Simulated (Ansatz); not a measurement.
CBr₂F₂, SMILES FC(F)(Br)Br.

Geometry: PBE-D3(BJ)/def2-SVP.

Two levels are set side by side: PBE/def2-SVPD (Ansatz, a first-principles code) and CAM-B3LYP/def2-SVPD (Ansatz). Energy differences of separate SCF runs at the same geometry; the states with an electron removed or added have multiplicity 2 and 2. Differences are taken from unrounded values.

```csv
quantity,CAM-B3LYP
vertical ionisation energy (eV),11.14
vertical singlet–triplet gap (eV),4.79
```

Q: What does PBE give, and how far is it from CAM-B3LYP? (Estimate from the structure and the level; the computed values follow.)

A: 
```csv
quantity,PBE,PBE minus CAM-B3LYP
vertical ionisation energy (eV),10.50,-0.64
vertical singlet–triplet gap (eV),4.30,-0.49
```
